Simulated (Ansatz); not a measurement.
Job for Ansatz (a first-principles code): R-CCSD(T)/cc-pV(T+d)Z on H2 (SMILES [H][H]). The basis file is the Basis Set Exchange's JSON of that set.

Ansatz 0.2 input:
```yaml
crystal:
  periodic: [false, false, false]
  atoms:
    - {symbol: H, position_ang: [0.00000000, 0.00000000, 0.37198582]}
    - {symbol: H, position_ang: [-0.00000000, -0.00000000, -0.37198582]}
basis:
  gaussian:
    orbitals: cc-pV_T+d_Z.json
magnetization: {spin_polarized: false}
correlation: {method: ccsd_t, electrons: outside_noble_gas}
scf: {lower_state_search: off}
```

It printed:

```
WARN ansatz: RAYON_NUM_THREADS=1 ignored (pool sized by the plan → 1); use --threads N
Functional definition: HF
these checks for a lower state are left out or cut short: stability, starts, cluster_reference, orbital_swaps, neighbouring_geometries, increment
integrals: 0.00 GiB planned
145 factors; integrals over basis functions are off by at most 7.3e-4 eV
mean field: 0.04 GiB planned
mean field evaluation 1: about -30.7506 eV, gradient 3.7e0 eV
mean field evaluation 2: about -30.7488 eV, gradient 3.6e0 eV
mean field evaluation 4: about -30.8286 eV, gradient 5.9e-2 eV
mean field evaluation 8: about -30.8285 eV, gradient 1.8e-7 eV
mean field -30.82847869 eV, -1.1329256957 hartree, gradient 4.3e-7 eV, S^2 0.000000; 0 other end points of the search recorded, 0 dependent functions left out
reference -30.82847869 eV, -1.1329256957 hartree; 1, 1 occupied and 27, 27 virtual orbitals, 145 factors
second order -0.86234553 eV of doubles, -0.00000000 eV of singles
coupled cluster: 0.04 GiB planned
cycle   1  -1.00683440 eV  change   -1.4e-1 eV  update   2.6e-2
cycle   2  -1.07129107 eV  change   -6.4e-2 eV  update   9.0e-3
cycle   3  -1.07248179 eV  change   -1.2e-3 eV  update   1.1e-3
cycle   4  -1.07243559 eV  change    4.6e-5 eV  update   1.4e-4
cycle   5  -1.07239042 eV  change    4.5e-5 eV  update   1.6e-5
cycle   6  -1.07239781 eV  change   -7.4e-6 eV  update   2.7e-6
cycle   7  -1.07239706 eV  change    7.4e-7 eV  update   4.1e-7
perturbative correction 0.00000000 eV, 0.0000000000 hartree
Total energy: -31.90087576 eV, -1.1723355609 hartree
Checks for a lower state left out: stability, starts, cluster_reference, orbital_swaps, neighbouring_geometries, increment
```

The calculation finished and met its thresholds.

Cost: roughly 0.18 core-seconds.
